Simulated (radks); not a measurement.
Values are calculated unless marked as measured or tabulated.
Neutral zinc inside a hard spherical wall (all orbitals vanish at R), configuration held at [Ar] 3d10 4s2 and not refilled when levels cross. Level of theory: scalar-relativistic Kohn-Sham, LDA (Slater exchange, Perdew-Wang correlation), spin-polarised, spherical densities, point nucleus (a radial shooting solver on a logarithmic mesh with Libxc functionals). Eigenvalues in eV for spin up, with the zero of energy where the potential of the charges vanishes at infinity; a dash marks a level that is unbound or too diffuse for the functional's potential to be trusted. A positive occupied level is held by the wall or, in an anion where self-interaction has pushed it up, behind a barrier. The pressure on the wall is -dE/dV.

R (bohr)  E (hartree)  kinetic (hartree)    e(3s)    e(3p)    e(3d)   e(4s)  e(4p, empty)  e(5s, empty)  pressure (GPa)
free      -1793.32023           1821.137  -128.63  -83.263  -10.425  -6.220        -1.230        -0.015               0
15        -1793.32023           1821.137  -128.63  -83.263  -10.425  -6.220        -1.226         0.330        < 0.0001
12        -1793.32022           1821.137  -128.63  -83.263  -10.424  -6.219        -1.208         0.755        0.000137
10        -1793.32013           1821.138  -128.62  -83.254  -10.415  -6.211        -1.147         1.483         0.00282
8         -1793.31897           1821.149  -128.54  -83.175  -10.337  -6.141        -0.890         3.366          0.0593
7         -1793.31569           1821.173  -128.38  -83.016  -10.182  -5.992        -0.518         5.436           0.278
6         -1793.30396           1821.245  -127.98  -82.617   -9.792  -5.585         0.301         9.300            1.35
4         -1793.09736           1822.150  -124.56  -79.214   -6.507  -1.234         6.977        34.743            45.2
3.5       -1792.86508           1823.034  -122.03  -76.713   -4.085   2.563        12.122        52.281             128
2         -1787.05521           1842.292  -92.401  -47.424   26.740  68.240        88.428        266.19            8010
1.5       -1771.89022           1889.259  -50.227   -3.763   75.818  199.03        224.65        590.55           62000
